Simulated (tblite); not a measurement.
C₈H₉P.
Atom-mapped SMILES: `[CH:1]#[C:2][CH2:3][P:4]1[C:5]([CH3:6])=[C:7]1[CH:8]=[CH2:9]` (hydrogens: H10 on C1; H11, H12 on C3; H13, H14, H15 on C6; H16 on C8; H17, H18 on C9)

Computed with GFN2-xTB (tblite), gas phase: L-BFGS steps from a force-field or distance-geometry start until the largest atomic force falls under 0.01 eV/Å.

Step 102: E = -654.6436 eV
```
atom  x, y, z in Å  |  force x, y, z in eV/Å
C1      3.4280   -1.9973    0.3925   -0.057   0.078   0.014
C2      2.6659   -1.0804    0.5149    0.045  -0.051  -0.023
C3      1.7205    0.0037    0.6000   -0.023   0.016  -0.002
P4      0.7445    0.1485   -1.0348    0.030   0.000  -0.034
C5     -0.5670    1.3328   -0.5345   -0.014   0.006   0.017
C6     -0.9110    2.7528   -0.3881   -0.010   0.020  -0.004
C7     -0.9892    0.0872   -0.4149    0.028  -0.007  -0.011
C8     -2.0458   -0.7996   -0.0689    0.012   0.007  -0.006
C9     -1.8726   -2.1157    0.0100   -0.002  -0.004   0.009
H10     4.1084   -2.7907    0.3068   -0.004   0.000   0.014
H11     2.2504    0.9496    0.7630    0.013  -0.051   0.004
H12     1.0202   -0.1671    1.4239    0.003   0.026  -0.011
H13    -0.7264    3.2830   -1.3233    0.002  -0.016   0.020
H14    -1.9607    2.8621   -0.1135    0.023   0.014   0.003
H15    -0.2900    3.2121    0.3819   -0.007   0.011  -0.003
H16    -3.0051   -0.3366    0.1339   -0.011  -0.022   0.016
H17    -0.9092   -2.5549   -0.1949   -0.005  -0.005   0.002
H18    -2.6697   -2.7830    0.2849   -0.020  -0.023  -0.004
```

Step 103: E = -654.6440 eV
```
atom  x, y, z in Å  |  force x, y, z in eV/Å
C1      3.4072   -2.0105    0.3930    0.047  -0.041   0.002
C2      2.6570   -1.0860    0.5179   -0.072   0.099  -0.005
C3      1.7228    0.0093    0.6009   -0.001  -0.009  -0.020
P4      0.7517    0.1584   -1.0358    0.015   0.013  -0.026
C5     -0.5650    1.3377   -0.5339   -0.005  -0.019   0.001
C6     -0.9163    2.7557   -0.3854   -0.028   0.004  -0.005
C7     -0.9824    0.0899   -0.4185    0.026   0.002  -0.024
C8     -2.0369   -0.8009   -0.0777   -0.005  -0.034   0.016
C9     -1.8587   -2.1164    0.0118    0.006   0.026   0.003
H10     4.0802   -2.8102    0.3079   -0.006  -0.003   0.013
H11     2.2615    0.9503    0.7617    0.021  -0.051   0.009
H12     1.0193   -0.1527    1.4233   -0.001   0.024   0.001
H13    -0.7592    3.2834   -1.3273    0.015  -0.017   0.032
H14    -1.9604    2.8565   -0.0880    0.012   0.018   0.003
H15    -0.2834    3.2216    0.3701    0.007   0.027  -0.006
H16    -3.0006   -0.3429    0.1158   -0.009  -0.016   0.012
H17    -0.8907   -2.5513   -0.1826   -0.015  -0.010   0.004
H18    -2.6549   -2.7856    0.2857   -0.007  -0.013  -0.011
```

Task: Estimate the geometry and energy of step 104. (The exact step hangs on the optimiser's Hessian estimate; all steps are aligned on step 103, rigid shifts and turns removed.)

Result: E = -654.6442 eV, largest force 0.120 eV/Å
```
atom  x, y, z in Å  |  force x, y, z in eV/Å
C1      3.3933   -2.0195    0.3933   -0.059   0.101   0.026
C2      2.6541   -1.0845    0.5199    0.049  -0.066  -0.025
C3      1.7279    0.0163    0.6000   -0.017   0.002  -0.020
P4      0.7602    0.1660   -1.0375   -0.007   0.027  -0.030
C5     -0.5625    1.3392   -0.5337    0.006  -0.039  -0.011
C6     -0.9210    2.7552   -0.3819   -0.017  -0.026   0.008
C7     -0.9742    0.0889   -0.4224    0.007   0.010  -0.024
C8     -2.0301   -0.8023   -0.0852   -0.004  -0.028   0.024
C9     -1.8534   -2.1171    0.0127   -0.007   0.008   0.008
H10     4.0598   -2.8244    0.3111    0.002  -0.014   0.010
H11     2.2720    0.9536    0.7588    0.032  -0.030   0.012
H12     1.0222   -0.1385    1.4214   -0.006   0.020   0.011
H13    -0.7834    3.2818   -1.3265    0.025  -0.004   0.015
H14    -1.9602    2.8484   -0.0685   -0.018   0.021   0.009
H15    -0.2806    3.2257    0.3637    0.019   0.038  -0.003
H16    -2.9952   -0.3448    0.1010   -0.013  -0.005   0.009
H17    -0.8846   -2.5534   -0.1719   -0.009  -0.019   0.001
H18    -2.6531   -2.7844    0.2848    0.016   0.003  -0.018
```

The energy changes by -0.0003 eV. The first-order estimate −F·Δx gives -0.0007 eV and the mean of the old and new forces, exact on a quadratic surface, -0.0003 eV. The step makes an angle of 86° with the force vector and moves no atom by more than 0.025 Å.

What follows is the cost of the whole relaxation. Time: 1.8 s. Hardware: an Intel Xeon Platinum 8375C at 2.90 GHz with one thread, shared host with 96 logical CPUs at a one-minute load of 11.
